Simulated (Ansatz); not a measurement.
Q: Name a neutral molecule of Au, Cl, F, P with size of the dipole moment (B3LYP/def2-TZVPP) between 4.30 and 4.60 D and HOMO energy (B3LYP/def2-TZVPP) between -8.05 and -7.75 eV (Ansatz, PBE0-D4/def2-TZVP geometry).

A: `F[P+](F)(F)[Au-][Cl]` (4.35 D, -7.87 eV). Other molecules can fit too; these were computed, each in one conformer that needn't be the lowest.

B3LYP here is the variant with VWN-RPA as its local correlation; programs differ in this.
